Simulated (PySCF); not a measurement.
C2H6Mg, charge -1, doublet, at a GFN2-xTB geometry (such geometries of metal compounds can be far from the true shape) (a state made from the parent by changing its charge; the spin is typed, not shown lowest) (in this run its highest filled SCF level lies above zero, so its values depend strongly on the basis, on diffuse functions most of all); DF-BLYP/cc-pVTZ in PySCF.

Input for PySCF:
```python
from pyscf import gto, scf, dft

mol = gto.M(
    atom='''
Mg    0.009080    0.009256    0.012948
C     1.749831    0.270086   -1.434596
H     2.509756   -0.533020   -1.373606
H     2.320999    1.207410   -1.288420
H     1.448071    0.289514   -2.499861
C    -1.759885   -0.280335    1.420260
H    -2.342587   -1.201369    1.224351
H    -2.505951    0.536898    1.379031
H    -1.478929   -0.349016    2.489148
''',
    basis='cc-pvtz',
    charge=-1,
    spin=1,
    verbose=4,
)

mf = dft.UKS(mol)
mf.xc = 'blyp'
mf = mf.density_fit(auxbasis='def2-universal-jkfit')
mf.kernel()
mf.analyze()
```

The log (banner, timings and long lists left out):

```
PySCF version 2.14.0

[INPUT] verbose = 4
[INPUT] num. atoms = 9
[INPUT] num. electrons = 31
[INPUT] charge = -1
[INPUT] spin (= nelec alpha-beta = 2S) = 1
[INPUT] symmetry False subgroup None
[INPUT] Mole.unit = angstrom
[INPUT] Symbol           X                Y                Z      unit          X                Y                Z       unit  Magmom
[...]
nuclear repulsion = 74.2986598359094
number of shells = 63
number of NR pGTOs = 242
number of NR cGTOs = 178
basis = cc-pvtz
ecp = {}

******** <class 'pyscf.df.df_jk.DFUKS'> ********
method = DFUKS
initial guess = minao
damping factor = 0
level_shift factor = 0
DIIS = <class 'pyscf.scf.diis.CDIIS'>
diis_start_cycle = 1
diis_space = 8
diis_damp = 0
SCF conv_tol = 1e-09
SCF conv_tol_grad = None
SCF max_cycles = 50
direct_scf = False
number electrons alpha = 16  beta = 15
XC library pyscf.dft.libxc version 7.1.2
    S. Lehtola, C. Steigemann, M. J. T. Oliveira, and M. A. L. Marques,  SoftwareX 7, 1–5 (2018)
XC functionals = blyp
    A. D. Becke,  Phys. Rev. A 38, 3098 (1988)
    C. Lee, W. Yang, and R. G. Parr,  Phys. Rev. B 37, 785 (1988)
    B. Miehlich, A. Savin, H. Stoll, and H. Preuss,  Chem. Phys. Lett. 157, 200 (1989)
radial grids:
    Treutler-Ahlrichs [JCP 102, 346 (1995); DOI:10.1063/1.469408] (M4) radial grids

becke partition: Becke, JCP 88, 2547 (1988); DOI:10.1063/1.454033
pruning grids: <function nwchem_prune>
grids dens level: 3
symmetrized grids: False
atomic radii adjust function: <function treutler_atomic_radii_adjust>
small_rho_cutoff = 0
Set gradient conv threshold to 3.16228e-05
tot grids = 105664
init E= -279.539274440024

cycle= 1 E= -279.599067278078  delta_E= -0.0598  |g|= 0.637  |ddm|= 1.55

cycle= 2 E= -277.887779092368  delta_E= 1.71  |g|= 1.37  |ddm|= 3.36
cycle= 3 E= -279.824516130979  delta_E= -1.94  |g|= 0.159  |ddm|=  3.7
cycle= 4 E= -279.84476901195  delta_E= -0.0203  |g|= 0.0268  |ddm|= 1.24
cycle= 5 E= -279.845081462071  delta_E= -0.000312  |g|= 0.011  |ddm|= 0.173
cycle= 6 E= -279.845160852604  delta_E= -7.94e-05  |g|= 0.00655  |ddm|= 0.138
cycle= 7 E= -279.845213522884  delta_E= -5.27e-05  |g|= 0.0021  |ddm|= 0.0795
cycle= 8 E= -279.845219214602  delta_E= -5.69e-06  |g|= 0.000413  |ddm|= 0.0238
cycle= 9 E= -279.845219401014  delta_E= -1.86e-07  |g|= 8.89e-05  |ddm|= 0.00405
cycle= 10 E= -279.845219406975  delta_E= -5.96e-09  |g|= 2.32e-05  |ddm|= 0.000449
cycle= 11 E= -279.845219407484  delta_E= -5.1e-10  |g|= 9.93e-06  |ddm|= 7.9e-05
[...]
converged SCF energy = -279.845219407275  <S^2> = 0.75072947  2S+1 = 2.0007293
Total Energy =                        -279.845219407274612
[...]
spin_pop of  6 H 3py       0.00002
spin_pop of  6 H 3pz       0.00000
spin_pop of  6 H 3dxy      0.00009
spin_pop of  6 H 3dyz     -0.00000
spin_pop of  6 H 3dz^2     0.00003
spin_pop of  6 H 3dxz      0.00000
spin_pop of  6 H 3dx2-y2    0.00000
spin_pop of  7 H 1s        0.00548
spin_pop of  7 H 2s        0.00204
spin_pop of  7 H 3s        0.00001
spin_pop of  7 H 2px       0.00000
spin_pop of  7 H 2py      -0.00001
spin_pop of  7 H 2pz      -0.00003
spin_pop of  7 H 3px       0.00001
spin_pop of  7 H 3py       0.00001
spin_pop of  7 H 3pz       0.00000
spin_pop of  7 H 3dxy      0.00007
spin_pop of  7 H 3dyz      0.00000
spin_pop of  7 H 3dz^2     0.00003
spin_pop of  7 H 3dxz      0.00001
spin_pop of  7 H 3dx2-y2    0.00000
spin_pop of  8 H 1s        0.00498
spin_pop of  8 H 2s        0.00226
spin_pop of  8 H 3s        0.00001
spin_pop of  8 H 2px      -0.00005
spin_pop of  8 H 2py      -0.00001
spin_pop of  8 H 2pz       0.00001
spin_pop of  8 H 3px       0.00000
spin_pop of  8 H 3py       0.00000
spin_pop of  8 H 3pz       0.00001
spin_pop of  8 H 3dxy     -0.00000
spin_pop of  8 H 3dyz      0.00000
spin_pop of  8 H 3dz^2     0.00010
spin_pop of  8 H 3dxz     -0.00000
spin_pop of  8 H 3dx2-y2    0.00000
 ** Mulliken Spin Density (per atom)  **
spin density of  0 Mg =      0.61367
spin density of  1 C =      0.17028
spin density of  2 H =      0.00762
spin density of  3 H =      0.00731
spin density of  4 H =      0.00796
spin density of  5 C =      0.17028
spin density of  6 H =      0.00795
spin density of  7 H =      0.00762
spin density of  8 H =      0.00731
 ** Mulliken pop alpha/beta on meta-lowdin orthogonal AOs **
 ** Mulliken pop       alpha | beta **
In total            16.00000 | 15.00000
 ** Mulliken atomic charges   ( Nelec_alpha | Nelec_beta ) **
charge of  0Mg =      0.45904  (     6.07731      5.46364 )
charge of  1C =     -0.91837  (     3.54432      3.37405 )
charge of  2H =      0.06298  (     0.47232      0.46470 )
charge of  3H =      0.06427  (     0.47152      0.46421 )
charge of  4H =      0.06159  (     0.47318      0.46523 )
charge of  5C =     -0.91835  (     3.54432      3.37403 )
charge of  6H =      0.06159  (     0.47318      0.46523 )
charge of  7H =      0.06297  (     0.47232      0.46470 )
charge of  8H =      0.06427  (     0.47152      0.46421 )

WARN: System has nonzero charge -1; the dipole moment is origin-dependent.
Location of origin: [0. 0. 0.]

Dipole moment(X, Y, Z, Debye): -0.29059, -0.29638, -0.41429
```
